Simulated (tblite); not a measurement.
Record of a relaxation.

C4H9N3SSi2.
Atom-mapped SMILES: `[CH3:1][NH:2][Si@@:3]([C:4]#[N:5])([SiH2:6][C:7]#[N:8])[S:9][CH3:10]` (hydrogens: H11, H12, H13 on C1; H14 on N2; H15, H16 on Si6; H17, H18, H19 on C10)

Computed with GFN2-xTB (tblite), gas phase: L-BFGS steps from a force-field or distance-geometry start until the largest atomic force falls under 0.01 eV/Å. 9 of its 271 geometries are shown.

Step 0: E = -776.0101 eV, largest atomic force 4.202 eV/Å
```
atom  x, y, z in Å  |  force x, y, z in eV/Å
C1      2.187   -0.056   -0.958    0.312   0.590   0.363
N2      0.743   -0.211   -0.968   -0.675  -0.560   1.414
Si3     0.013   -0.180    0.658   -0.699   0.630  -3.095
C4      0.986   -1.135    1.813    2.191  -2.419   2.646
N5      1.624   -1.745    2.572   -0.994   1.025  -1.217
Si6     0.060    1.983    1.296    0.879   0.038   1.025
C7     -1.106    2.910    0.249   -0.916   0.901  -0.685
N8     -1.853    3.482   -0.414    0.292  -0.250   0.223
S9     -1.985   -0.934    0.682   -0.790  -0.131   0.279
C10    -2.427   -1.826   -0.825    0.555  -0.373  -1.561
H11     2.622   -0.326    0.038   -0.184   0.090  -0.811
H12     2.375    1.033   -1.109    0.174  -0.701  -0.064
H13     2.687   -0.644   -1.732   -0.186   0.209   0.137
H14     0.381   -0.916   -1.602    0.357   0.132   0.015
H15    -0.246    2.099    2.724   -0.156   0.219  -0.059
H16     1.416    2.498    1.083   -0.042   0.209  -0.059
H17    -1.700   -1.579   -1.641   -0.522  -0.084   0.684
H18    -3.427   -1.520   -1.208    0.670  -0.243   0.681
H19    -2.360   -2.922   -0.667   -0.267   0.718   0.085
```

Step 34: E = -776.5769 eV, largest atomic force 0.189 eV/Å
```
atom  x, y, z in Å  |  force x, y, z in eV/Å
C1      2.164   -0.134   -1.010    0.060   0.010  -0.017
N2      0.817   -0.614   -0.788    0.014   0.006   0.000
Si3     0.011   -0.221    0.680   -0.027   0.033  -0.017
C4      0.970   -1.269    1.913    0.110  -0.074   0.104
N5      1.598   -1.848    2.678   -0.126   0.091  -0.107
Si6     0.061    2.013    1.375    0.057   0.012   0.027
C7     -1.099    3.007    0.293    0.012  -0.078  -0.010
N8     -1.819    3.560   -0.406    0.021   0.021   0.005
S9     -2.051   -0.875    0.643   -0.038   0.036   0.088
C10    -2.326   -1.818   -0.883   -0.011  -0.040  -0.055
H11     2.763   -0.295   -0.117   -0.072  -0.020   0.084
H12     2.181    0.934   -1.245    0.050   0.033  -0.058
H13     2.631   -0.685   -1.824   -0.040  -0.023  -0.080
H14     0.300   -0.653   -1.655   -0.016   0.034   0.027
H15    -0.380    2.274    2.746    0.014   0.000  -0.030
H16     1.376    2.625    1.120   -0.061  -0.018   0.033
H17    -1.650   -1.506   -1.669    0.044   0.038  -0.005
H18    -3.349   -1.610   -1.179   -0.042  -0.012  -0.015
H19    -2.208   -2.876   -0.680    0.051  -0.049   0.028
```

Step 68: E = -776.6522 eV, largest atomic force 0.103 eV/Å
```
atom  x, y, z in Å  |  force x, y, z in eV/Å
C1      2.067   -0.260   -1.110    0.013   0.001  -0.062
N2      0.648   -0.336   -0.838    0.056  -0.045   0.004
Si3    -0.074   -0.060    0.696   -0.025  -0.035  -0.044
C4      0.841   -1.250    1.827   -0.014  -0.038  -0.008
N5      1.396   -1.925    2.568   -0.014   0.030  -0.040
Si6     0.056    2.103    1.565   -0.011  -0.056  -0.024
C7     -0.947    3.068    0.320   -0.010   0.043   0.000
N8     -1.577    3.578   -0.490    0.002   0.053  -0.028
S9     -2.143   -0.681    0.480    0.029   0.066   0.055
C10    -2.126   -1.928   -0.845    0.028   0.050   0.019
H11     2.629   -0.517   -0.213   -0.065   0.046  -0.014
H12     2.363    0.737   -1.451    0.039   0.016   0.094
H13     2.323   -0.974   -1.893    0.028  -0.046  -0.025
H14     0.114   -0.096   -1.660   -0.039   0.000  -0.011
H15    -0.558    2.370    2.865    0.033   0.000  -0.005
H16     1.409    2.674    1.467   -0.075  -0.033   0.038
H17    -1.707   -1.507   -1.752    0.015   0.017  -0.005
H18    -3.165   -2.191   -1.013   -0.001  -0.038   0.033
H19    -1.559   -2.796   -0.529    0.013  -0.034   0.023
```

Step 101: E = -776.7054 eV, largest atomic force 0.087 eV/Å
```
atom  x, y, z in Å  |  force x, y, z in eV/Å
C1      2.047   -0.316   -1.139    0.033   0.011   0.010
N2      0.611   -0.254   -0.976   -0.008   0.012   0.022
Si3    -0.145    0.045    0.542    0.003   0.012  -0.016
C4      0.712   -1.244    1.607   -0.003  -0.013  -0.008
N5      1.232   -2.024    2.264   -0.002   0.005   0.024
Si6    -0.041    2.141    1.554   -0.007  -0.024   0.014
C7     -0.808    3.336    0.337   -0.017   0.035  -0.037
N8     -1.286    4.025   -0.445    0.053  -0.042   0.054
S9     -2.209   -0.572    0.351    0.030   0.003  -0.017
C10    -2.032   -2.062   -0.678    0.012   0.006   0.010
H11     2.481   -0.764   -0.247    0.005  -0.035  -0.009
H12     2.497    0.671   -1.276   -0.005   0.043  -0.030
H13     2.296   -0.938   -2.000   -0.011   0.009   0.008
H14     0.157    0.090   -1.810   -0.017   0.001  -0.012
H15    -0.818    2.279    2.784    0.002   0.028   0.006
H16     1.331    2.634    1.742   -0.040  -0.022  -0.021
H17    -1.871   -1.763   -1.708   -0.003  -0.023  -0.015
H18    -2.963   -2.613   -0.589    0.010   0.000   0.002
H19    -1.201   -2.662   -0.321   -0.035  -0.007   0.016
```

Step 135: E = -776.7302 eV, largest atomic force 0.042 eV/Å
```
atom  x, y, z in Å  |  force x, y, z in eV/Å
C1      2.057   -0.155   -1.217    0.004   0.009   0.008
N2      0.613   -0.186   -1.107    0.003   0.027   0.007
Si3    -0.214    0.062    0.382   -0.014  -0.032  -0.012
C4      0.558   -1.232    1.502    0.010  -0.023   0.018
N5      1.022   -1.958    2.258   -0.008  -0.022  -0.032
Si6    -0.082    2.060    1.566    0.017   0.033  -0.005
C7     -0.551    3.416    0.371    0.005  -0.002   0.008
N8     -0.837    4.218   -0.396    0.003   0.028  -0.031
S9     -2.264   -0.532    0.050   -0.011   0.011   0.034
C10    -2.047   -2.246   -0.519    0.011  -0.013  -0.017
H11     2.481   -0.694   -0.372    0.010   0.009  -0.018
H12     2.457    0.864   -1.214   -0.015   0.012  -0.001
H13     2.364   -0.646   -2.139    0.011  -0.024   0.006
H14     0.167    0.150   -1.951   -0.006  -0.004   0.014
H15    -0.977    2.226    2.710   -0.020  -0.004   0.009
H16     1.299    2.385    1.946   -0.014  -0.014  -0.010
H17    -1.728   -2.245   -1.557    0.005  -0.003   0.024
H18    -3.014   -2.730   -0.425    0.028   0.028  -0.007
H19    -1.314   -2.748    0.105   -0.018  -0.017   0.004
```

Step 169: E = -776.7552 eV, largest atomic force 0.038 eV/Å
```
atom  x, y, z in Å  |  force x, y, z in eV/Å
C1      2.014    0.056   -1.257    0.009   0.005  -0.009
N2      0.586   -0.142   -1.119    0.002  -0.010  -0.011
Si3    -0.237    0.023    0.382   -0.025   0.014  -0.012
C4      0.489   -1.359    1.425    0.027  -0.006   0.003
N5      0.895   -2.199    2.090    0.010   0.002   0.010
Si6    -0.094    2.019    1.568   -0.004   0.020  -0.009
C7     -0.303    3.385    0.307    0.027  -0.021   0.016
N8     -0.410    4.191   -0.499   -0.003  -0.003  -0.007
S9     -2.282   -0.572    0.024    0.002   0.012  -0.003
C10    -2.045   -2.327   -0.386    0.004  -0.031   0.002
H11     2.513   -0.352   -0.381   -0.006  -0.011   0.004
H12     2.282    1.112   -1.347   -0.013   0.019  -0.001
H13     2.374   -0.473   -2.140    0.007  -0.007  -0.007
H14     0.089    0.113   -1.962    0.006   0.001   0.020
H15    -1.101    2.281    2.595   -0.004   0.002  -0.002
H16     1.262    2.240    2.088   -0.014  -0.006   0.008
H17    -1.362   -2.425   -1.225   -0.008   0.024   0.012
H18    -3.023   -2.713   -0.654    0.002  -0.009   0.011
H19    -1.657   -2.851    0.483   -0.019   0.005  -0.025
```

Step 202: E = -776.7687 eV, largest atomic force 0.063 eV/Å
```
atom  x, y, z in Å  |  force x, y, z in eV/Å
C1      1.919    0.264   -1.319   -0.021  -0.010   0.002
N2      0.523   -0.091   -1.148    0.007   0.007   0.008
Si3    -0.270   -0.010    0.376   -0.021  -0.022   0.000
C4      0.557   -1.377    1.364   -0.013  -0.002   0.009
N5      1.029   -2.201    2.006   -0.002   0.010  -0.009
Si6    -0.190    1.971    1.600   -0.002   0.003  -0.008
C7      0.147    3.251    0.279    0.020  -0.032   0.051
N8      0.404    3.970   -0.577   -0.019   0.033  -0.025
S9     -2.307   -0.654    0.035    0.016  -0.017   0.011
C10    -2.084   -2.431   -0.289    0.030   0.021  -0.020
H11     2.479   -0.082   -0.453   -0.008  -0.001   0.008
H12     2.060    1.344   -1.417    0.004  -0.022  -0.006
H13     2.314   -0.230   -2.206    0.008   0.023  -0.015
H14    -0.017    0.126   -1.975    0.000  -0.005   0.015
H15    -1.398    2.391    2.310    0.009   0.021  -0.045
H16     0.989    2.082    2.468   -0.008  -0.030   0.003
H17    -1.243   -2.586   -0.957    0.002   0.021  -0.002
H18    -3.000   -2.778   -0.756   -0.018   0.002   0.013
H19    -1.924   -2.949    0.651    0.017   0.001   0.012
```

Step 236: E = -776.7940 eV, largest atomic force 0.044 eV/Å
```
atom  x, y, z in Å  |  force x, y, z in eV/Å
C1      1.800    0.208   -1.367   -0.012   0.003   0.007
N2      0.393   -0.068   -1.146   -0.012  -0.002  -0.010
Si3    -0.329    0.022    0.414    0.002  -0.002  -0.026
C4      0.632   -1.277    1.369    0.002   0.009   0.004
N5      1.188   -2.069    1.982    0.013  -0.020   0.020
Si6    -0.348    2.034    1.582   -0.003   0.011  -0.017
C7      0.513    3.192    0.393    0.017  -0.022   0.034
N8      1.062    3.840   -0.377    0.000   0.025  -0.017
S9     -2.333   -0.762    0.224   -0.006   0.004   0.007
C10    -1.981   -2.466   -0.297   -0.011   0.012  -0.002
H11     2.377   -0.275   -0.582    0.004   0.006   0.000
H12     2.019    1.279   -1.352    0.006  -0.004  -0.011
H13     2.105   -0.202   -2.329    0.000  -0.001   0.007
H14    -0.168    0.223   -1.936   -0.004  -0.005   0.002
H15    -1.654    2.648    1.826    0.007  -0.003   0.012
H16     0.497    2.059    2.779   -0.014   0.001  -0.002
H17    -1.402   -2.453   -1.214    0.013  -0.005  -0.016
H18    -2.941   -2.942   -0.464   -0.009  -0.009  -0.004
H19    -1.439   -2.982    0.489    0.010   0.001   0.013
```

Step 270: E = -776.7980 eV, largest atomic force 0.009 eV/Å
```
atom  x, y, z in Å  |  force x, y, z in eV/Å
C1      1.742    0.223   -1.431    0.003   0.000   0.002
N2      0.351   -0.087   -1.164    0.003  -0.001  -0.001
Si3    -0.346    0.028    0.404    0.003   0.000  -0.002
C4      0.641   -1.232    1.388    0.000  -0.002   0.000
N5      1.207   -1.996    2.028    0.000   0.001  -0.004
Si6    -0.384    2.046    1.563    0.004   0.001  -0.001
C7      0.693    3.164    0.521    0.001   0.001  -0.002
N8      1.358    3.807   -0.156   -0.005  -0.006   0.005
S9     -2.339   -0.792    0.241    0.000   0.000   0.001
C10    -1.953   -2.485   -0.292   -0.002  -0.002  -0.001
H11     2.349   -0.168   -0.618    0.003  -0.001   0.005
H12     1.919    1.299   -1.507    0.000   0.002  -0.003
H13     2.052   -0.254   -2.359   -0.003   0.000  -0.001
H14    -0.238    0.135   -1.956   -0.001   0.004  -0.002
H15    -1.672    2.736    1.647    0.000   0.000   0.000
H16     0.289    2.017    2.866   -0.005   0.000  -0.002
H17    -1.376   -2.457   -1.211   -0.002  -0.001   0.001
H18    -2.904   -2.981   -0.461    0.002   0.002   0.003
H19    -1.399   -2.993    0.491   -0.001   0.000   0.002
```

Problem. Summarise the path.

Solution. The energy falls by 0.7879 eV from step 0 to step 270; nine tenths of that is first reached at step 124. It rises by more than 0.2 meV at steps 1, 182, 198 and 231. The largest force goes from 4.202 to 0.009 eV/Å. Among the bonds Si3–C4 changes most, from 1.787 to 1.879 Å; the atoms move by 1.358 Å rms after alignment.

Problem. Follow the three bonds and two angles with the largest change from start to end.

Solution. 
```
step  E above end (eV)  largest force (eV/Å)  Si3–C4 (Å)  Si3–Si6 (Å)  N2–Si3 (Å)  N2–Si3–Si6 (°)  Si3–S9–C10 (°)
   0            0.7879                 4.202       1.787        2.255       1.782           105.5           113.2
  12            0.3207                 0.230       1.882        2.324       1.717           109.7           108.2
  23            0.2530                 0.195       1.884        2.328       1.720           117.0           108.5
  35            0.2182                 0.154       1.879        2.340       1.722           117.3           108.1
  47            0.1979                 0.148       1.878        2.325       1.720           116.2           105.7
  59            0.1717                 0.171       1.877        2.336       1.722           118.4           105.4
  70            0.1423                 0.194       1.882        2.337       1.719           117.1           104.8
  82            0.1129                 0.112       1.883        2.328       1.718           119.9           101.2
  94            0.0993                 0.180       1.876        2.323       1.721           120.8           100.3
 106            0.0892                 0.099       1.880        2.327       1.719           121.4           101.8
 117            0.0833                 0.080       1.880        2.329       1.721           121.4           101.7
 129            0.0744                 0.085       1.878        2.328       1.722           121.7           100.9
 141            0.0650                 0.082       1.878        2.332       1.721           122.3           101.1
 153            0.0522                 0.186       1.877        2.328       1.721           120.8           101.2
 164            0.0456                 0.110       1.879        2.326       1.721           120.6           100.5
 176            0.0416                 0.035       1.879        2.328       1.720           119.8           100.1
 188            0.0381                 0.046       1.879        2.328       1.720           119.2           100.7
 200            0.0304                 0.084       1.878        2.328       1.720           119.3           101.6
 211            0.0168                 0.134       1.877        2.332       1.722           119.4           101.5
 223            0.0110                 0.082       1.878        2.329       1.721           120.3           101.2
 235            0.0042                 0.052       1.877        2.327       1.722           120.3           100.8
 247            0.0027                 0.019       1.879        2.326       1.721           120.2           100.5
 258            0.0011                 0.067       1.880        2.326       1.720           120.6           100.4
 270            0.0000                 0.009       1.879        2.327       1.720           121.3           100.4
```

The cost below is that of the whole relaxation. On Arm Neoverse V2, one thread, no GPU (shared host), this took 2.9 s.
